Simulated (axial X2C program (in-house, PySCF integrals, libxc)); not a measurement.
**Potential curves of YS⁻, 2c**

Computed with an axial X2C code built on PySCF integrals. Two-component (2c) means X2C with spin–orbit coupling and atomic mean-field two-electron Coulomb and Gaunt terms. Basis: Y dyall-acv3z [12s13p10d6f3g], S dyall-av3z [9s8p3d2f] (cores contracted in-house); Gaussian nuclei, density fitting, unrestricted open shells. Masses: Y 88.906 u, S 31.972 u.

State: Ω = 0 (closed shell). Energies in eV from the lowest point of each curve. Fits are polynomials in 1 − R0/R over 0.85 to 1.23 times the lowest point R0.

```tsv
R (Å)	CCSD	BLYP	MP2
2.0236		1.3416	1.5480
2.1167	0.7783	0.6108	0.7369
2.1864	0.3837	0.2767	0.3551
2.2562	0.1412	0.0831	0.1236
2.3260	0.0205	0.0000	0.0121
2.4074	0.0000	0.0100	0.0000
2.4888	0.0782	0.1054	0.0842
2.5935	0.2832	0.3151	0.2937
2.7214		0.6529	0.6500
2.9075		1.2155	1.2694
```

Correlated methods: 10 electrons correlated (number of frozen shells: Y 4 s, 3 p, 1 d; S 2 s, 1 p), 326 virtual spin orbitals or spinors in MP2.

One determinant describes the state; a PBE0 search over occupations chose it and may have missed a lower one. The closed shell is kept restricted, so the energy runs too high when the bond is stretched far. CCSD ran in a truncated set of natural virtual spinors with an MP2 remainder; without triples it tends to underbind. The outer-core s and p shells of the metal are frozen in the correlated rows, which leaves out core–valence correlation; for alkali and alkaline-earth bonds that tends to lengthen them. The highest occupied level of some functionals is positive through self-interaction error; at Hartree–Fock it is bound. With the outer-core shells frozen, correlated bond lengths of heavy atoms tend to come out a few hundredths of an ångström too long. Coupled cluster ran on the points near the minimum only. MP2 and coupled cluster on one determinant become unreliable at the stretched end.

Fit the CCSD curve near its minimum: give the equilibrium distance and the harmonic wavenumber.

At CCSD, 2c: Re = 2.381 Å, ωe ≈ 434 cm⁻¹; Be follows as 0.126 cm⁻¹.

Fit the BLYP curve near its minimum: give the equilibrium distance and the harmonic wavenumber.

At BLYP, 2c: Re = 2.358 Å, ωe ≈ 424 cm⁻¹; Be follows as 0.129 cm⁻¹.

Fit the MP2 curve near its minimum: give the equilibrium distance and the harmonic wavenumber.

At MP2, 2c: Re = 2.375 Å, ωe ≈ 434 cm⁻¹; Be follows as 0.127 cm⁻¹.
